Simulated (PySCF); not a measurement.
# Polarisability and C₆ of Ge²⁺ (germanium, charge +2)

[Ar] 3d9 4s2 4p1, one real determinant (an excited configuration). Computed with PySCF 2.14 in aug-cc-pVTZ-DK (7s6p4d2f, 59 functions), with the spin-free X2C one-electron Hamiltonian (Gaussian nucleus). Coupled (time-dependent) response in atomic units; α is the mean over directions.

```json
{"method": "UHF", "mean α (bohr³)": "11.42", "α xx, yy, zz": "11.48, 11.48, 11.29", "C₆ (like pair)": "50.76", "S(−4)": "47.28"}
{"method": "PBE", "mean α (bohr³)": "10.63", "α xx, yy, zz": "10.54, 10.54, 10.82", "C₆ (like pair)": "46.13", "S(−4)": "39.46"}
{"method": "PBE0", "mean α (bohr³)": "10.79", "α xx, yy, zz": "10.76, 10.76, 10.85", "C₆ (like pair)": "47.09", "S(−4)": "40.81"}
```

S(−4) is the Cauchy moment in α(ω) = α(0) + S(−4) ω² + …

Spin-orbit coupling is absent.

α(iu) at PBE:

```csv
u (hartree),α(iu) (bohr³)
0,10.63
0.0500,10.53
0.100,10.25
0.200,9.271
0.300,8.015
0.500,5.657
0.750,3.678
1.00,2.529
1.50,1.404
2.00,0.9018
3.00,0.4705
5.00,0.1969
```

A single London oscillator, α(iu) = α/(1 + u²/ω²), gives C₆ = (3/4) ω α². Matching the computed C₆ needs ω = 4 × 46.13 / (3 × 10.63²) = 0.544 hartree.

For an ion, C₆ is the dispersion term alone; charge-induced terms of lower order in 1/R come first.

The components differ because the open shell of this determinant is not spherical; for a pure term their mean is the scalar polarisability.

⟨L²⟩ = 8.03 against 12 for a pure F term, so this real determinant mixes terms.
